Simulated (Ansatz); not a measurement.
(LiH)4 cube (Li₄H₄), relaxed as a singlet with RKS PBE-D4/def2-TZVP in Ansatz, starting from the GFN1-xTB geometry. Force threshold 0.02 eV/Å.

Start:

Cartesian coordinates in Å:
```
Li -0.261 -1.180 0.857
H 0.795 0.187 1.467
Li -0.485 1.224 0.679
H -1.646 -0.143 0.279
Li -0.706 -0.158 -1.294
H 0.553 -1.383 -0.771
Li 1.457 0.120 -0.249
H 0.295 1.332 -0.968
```

| step | energy (eV) | largest force component (eV/Å) | SCF passes |
| --- | --- | --- | --- |
| 1 | -882.1282 | 0.301 | 19 |
| 2 | -882.1387 | 0.214 | 22 |
| 3 | -882.1648 | 0.020 | 24 |
| 4 | -882.1650 | 0.001 | 15 |

Force components are those of the run's own axes.

End:

```xyz
8

Li   -0.2683   -1.2149    0.8821
H     0.7833    0.1800    1.4332
Li   -0.5037    1.2579    0.7002
H    -1.6151   -0.1338    0.2715
Li   -0.7271   -0.1671   -1.3303
H     0.5427   -1.3552   -0.7544
Li    1.4991    0.1241   -0.2520
H     0.2891    1.3090   -0.9504
```

By distances, no bond broke or formed. The bond that changes most is H2–Li7, from 1.84 to 1.83 Å (atoms count from 1).

No frequencies were taken in this run, so the end may be a saddle point.

It took 2.5 s on 4 threads of Arm Neoverse V1 on a shared host.
